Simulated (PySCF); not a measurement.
These are PySCF with PBE-D3(BJ)/def2-TZVP // PBE-D3(BJ)/def2-SVP values and carry that method's errors. Isolated molecules, 0 K electronic values unless said otherwise. One relaxed conformer stands for a flexible species; it need not be the lowest. Excitations are Tamm–Dancoff values on a coarser integration grid. The basis has no diffuse functions, so Rydberg states are missing or too high.

Reference species (SMILES): `Bc1occc1O` (neutral, multiplicity 1).

```yaml
T1 excitation (TDA): 2.79 eV
brightest of the four lowest singlets (TDA): 5.02 eV
```

Changed species: `Bc1oc(O)cc1`.

### Question
Predict the effect on the T1 excitation (TDA) and brightest of the four lowest singlets (TDA).

### Answer
the T1 excitation (TDA) falls by 0.05 eV, to 2.74 eV; the brightest of the four lowest singlets (TDA) drops by 0.32 eV, to 4.70 eV.
